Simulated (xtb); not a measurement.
xtb input file for pent-1-en-4-yne (C5H6), SMILES C#CCC=C, GFN2-xTB. 

```
$ xtb mol.xyz --gfn 2 --sp --chrg 0 --uhf 0 --json
$ cat mol.xyz
11

C      2.13664793     0.39458156     0.99492092
C      1.28424186     0.19902044     0.17868193
C      0.22634626    -0.05025946    -0.78304505
C     -1.00542986    -0.55192829    -0.08657534
C     -2.18065385     0.04385816    -0.14238051
H      2.89304391     0.57359132     1.69901717
H      0.00726173     0.87183427    -1.32820219
H      0.57722351    -0.80394318    -1.49744374
H     -0.86869067    -1.45480834     0.49419557
H     -2.33376119     0.94808900    -0.70958550
H     -3.04199116    -0.34639742     0.37240688
```

It prints:

```
[banner left out]
          |                Calculation Setup                |
           -------------------------------------------------



           -------------------------------------------------
          |                 G F N 2 - x T B                 |
           -------------------------------------------------

        Reference                      10.1021/acs.jctc.8b01176
      * Hamiltonian:
        H0-scaling (s, p, d)           1.850000    2.230000    2.230000
        zeta-weighting                 0.500000
      * Dispersion:
        s8                             2.700000
        a1                             0.520000
        a2                             5.000000
        s9                             5.000000
      * Repulsion:
        kExp                           1.500000    1.000000
        rExp                           1.000000
      * Coulomb:
        alpha                          2.000000
        third order                    shell-resolved
        anisotropic                    true
        a3                             3.000000
        a5                             4.000000
        cn-shift                       1.200000
        cn-exp                         4.000000
        max-rad                        5.000000


          ...................................................
          :                      SETUP                      :
          :.................................................:
          :  # basis functions                  26          :
          :  # atomic orbitals                  26          :
          :  # shells                           16          :
          :  # electrons                        26          :
          :  max. iterations                   250          :
          :  Hamiltonian                  GFN2-xTB          :
          :  restarted?                      false          :
          :  GBSA solvation                  false          :
          :  PC potential                    false          :
          :  electronic temp.          300.0000000     K    :
          :  accuracy                    1.0000000          :
          :  -> integral cutoff          0.2500000E+02      :
          :  -> integral neglect         0.1000000E-07      :
          :  -> SCF convergence          0.1000000E-05 Eh   :
          :  -> wf. convergence          0.1000000E-03 e    :
          :  Broyden damping             0.4000000          :
          :  net charge                          0          :
          :  unpaired electrons                  0          :
          ...................................................

 iter      E             dE          RMSdq      gap      omega  full diag
   1    -13.9496117 -0.139496E+02  0.568E+00    5.44       0.0  T
   2    -13.9599937 -0.103820E-01  0.344E+00    5.14       1.0  T
   3    -13.9069394  0.530543E-01  0.237E+00    5.37       1.0  T
   4    -13.9663164 -0.593770E-01  0.376E-01    5.26       1.0  T
   5    -13.9669449 -0.628562E-03  0.162E-01    5.27       1.0  T
   6    -13.9671592 -0.214238E-03  0.441E-02    5.26       1.0  T
   7    -13.9671614 -0.220758E-05  0.210E-02    5.25       1.4  T
   8    -13.9671623 -0.915633E-06  0.190E-03    5.25      15.8  T
   9    -13.9671623 -0.178598E-07  0.680E-04    5.25      44.3  T
  10    -13.9671623 -0.213394E-10  0.321E-04    5.25      93.8  T

   *** convergence criteria satisfied after 10 iterations ***

         #    Occupation            Energy/Eh            Energy/eV
      -------------------------------------------------------------
         1        2.0000           -0.6276574             -17.0794
       ...           ...                  ...                  ...
         7        2.0000           -0.4897542             -13.3269
         8        2.0000           -0.4817011             -13.1078
         9        2.0000           -0.4588839             -12.4869
        10        2.0000           -0.4391899             -11.9510
        11        2.0000           -0.4099493             -11.1553
        12        2.0000           -0.4027066             -10.9582
        13        2.0000           -0.3987996             -10.8519 (HOMO)
        14                         -0.2057295              -5.5982 (LUMO)
        15                         -0.1437308              -3.9111
        16                         -0.1429164              -3.8890
        17                          0.0699696               1.9040
        18                          0.1254959               3.4149
       ...                                ...                  ...
        26                          1.4411038              39.2144
      -------------------------------------------------------------
                  HL-Gap            0.1930701 Eh            5.2537 eV
             Fermi-level           -0.3022645 Eh           -8.2250 eV

 SCC (total)                   0 d,  0 h,  0 min,  0.009 sec
 SCC setup                      ...        0 min,  0.000 sec (  1.517%)
 Dispersion                     ...        0 min,  0.000 sec (  0.842%)
 classical contributions        ...        0 min,  0.000 sec (  0.245%)
 integral evaluation            ...        0 min,  0.001 sec (  8.509%)
 iterations                     ...        0 min,  0.005 sec ( 58.694%)
 molecular gradient             ...        0 min,  0.003 sec ( 28.207%)
 printout                       ...        0 min,  0.000 sec (  1.514%)

         :::::::::::::::::::::::::::::::::::::::::::::::::::::
         ::                     SUMMARY                     ::
         :::::::::::::::::::::::::::::::::::::::::::::::::::::
         :: total energy             -13.651333570222 Eh    ::
         :: gradient norm              0.000339396795 Eh/a0 ::
         :: HOMO-LUMO gap              5.253703841432 eV    ::
         ::.................................................::
         :: SCC energy               -13.967159746877 Eh    ::
         :: -> isotropic ES            0.003126808184 Eh    ::
         :: -> anisotropic ES          0.001430558276 Eh    ::
         :: -> anisotropic XC          0.015991613755 Eh    ::
         :: -> dispersion             -0.005464967415 Eh    ::
         :: repulsion energy           0.315826176655 Eh    ::
         :: add. restraining           0.000000000000 Eh    ::
         :: total charge              -0.000000000000 e     ::
         :::::::::::::::::::::::::::::::::::::::::::::::::::::

           -------------------------------------------------
          |                Property Printout                |
           -------------------------------------------------

    * Orbital Energies and Occupations

         #    Occupation            Energy/Eh            Energy/eV
      -------------------------------------------------------------
         1        2.0000           -0.6276574             -17.0794
         2        2.0000           -0.6084138             -16.5558
         3        2.0000           -0.5913585             -16.0917
         4        2.0000           -0.5492361             -14.9455
         5        2.0000           -0.5256651             -14.3041
         6        2.0000           -0.5103471             -13.8873
         7        2.0000           -0.4897542             -13.3269
         8        2.0000           -0.4817011             -13.1078
         9        2.0000           -0.4588839             -12.4869
        10        2.0000           -0.4391899             -11.9510
        11        2.0000           -0.4099493             -11.1553
        12        2.0000           -0.4027066             -10.9582
        13        2.0000           -0.3987996             -10.8519 (HOMO)
        14                         -0.2057295              -5.5982 (LUMO)
        15                         -0.1437308              -3.9111
        16                         -0.1429164              -3.8890
        17                          0.0699696               1.9040
        18                          0.1254959               3.4149
        19                          0.1389294               3.7805
        20                          0.1941265               5.2825
        21                          0.2001515               5.4464
        22                          0.2419558               6.5840
        23                          0.3364170               9.1544
        24                          0.4215153              11.4700
       ...                                ...                  ...
        26                          1.4411038              39.2144
      -------------------------------------------------------------
                  HL-Gap            0.1930701 Eh            5.2537 eV
             Fermi-level           -0.3022645 Eh           -8.2250 eV

     #   Z          covCN         q      C6AA      α(0)
     1   6 C        1.909    -0.115    34.308     9.460
     2   6 C        1.972    -0.023    31.662     9.087
     3   6 C        3.808    -0.039    21.268     6.565
     4   6 C        2.895    -0.020    28.494     8.752
     5   6 C        2.837    -0.093    30.336     9.026
     6   1 H        0.928     0.071     2.071     2.250
     7   1 H        0.924     0.056     2.250     2.346
     8   1 H        0.924     0.058     2.226     2.333
     9   1 H        0.925     0.034     2.534     2.489
    10   1 H        0.926     0.036     2.497     2.471
    11   1 H        0.926     0.035     2.520     2.483

 Mol. C6AA /au·bohr⁶  :       1303.406760
 Mol. C8AA /au·bohr⁸  :      31221.413891
 Mol. α(0) /au        :         57.261459


Wiberg/Mayer (AO) data.
largest (>0.10) Wiberg bond orders for each atom

 ---------------------------------------------------------------------------
     #   Z sym  total        # sym  WBO       # sym  WBO       # sym  WBO
 ---------------------------------------------------------------------------
     1   6 C    3.975 --     2 C    2.895     6 H    0.971
     2   6 C    3.978 --     1 C    2.895     3 C    1.039
     3   6 C    3.998 --     2 C    1.039     4 C    1.003     7 H    0.954
                             8 H    0.940
     4   6 C    3.991 --     5 C    1.981     3 C    1.003     9 H    0.967
     5   6 C    3.991 --     4 C    1.981    11 H    0.976    10 H    0.975
     6   1 H    0.994 --     1 C    0.971
     7   1 H    0.997 --     3 C    0.954
     8   1 H    0.997 --     3 C    0.940
     9   1 H    0.999 --     4 C    0.967
    10   1 H    0.999 --     5 C    0.975
    11   1 H    0.999 --     5 C    0.976
 ---------------------------------------------------------------------------

Topologies differ in total number of bonds
Writing topology from bond orders to xtbtopo.mol

molecular dipole:
                 x           y           z       tot (Debye)
 q only:       -0.076      -0.047      -0.205
   full:       -0.070      -0.054      -0.199       0.553
molecular quadrupole (traceless):
                xx          xy          yy          xz          yz          zz
 q only:       -0.437      -0.073      -0.151       0.178      -0.143       0.588
  q+dip:        0.784      -0.167      -1.336       2.498      -0.537       0.552
   full:       -0.106      -0.099      -0.533       1.084      -0.319       0.639


           -------------------------------------------------
          | TOTAL ENERGY              -13.651333570222 Eh   |
          | GRADIENT NORM               0.000339396795 Eh/α |
          | HOMO-LUMO GAP               5.253703841432 eV   |
           -------------------------------------------------

------------------------------------------------------------------------
------------------------------------------------------------------------
 total:
Note: The following floating-point exceptions are signalling: IEEE_UNDERFLOW_FLAG IEEE_DENORMAL
normal termination of xtb
 SCF:
```

The run converged.

Cost: very roughly 0.04 core-seconds.
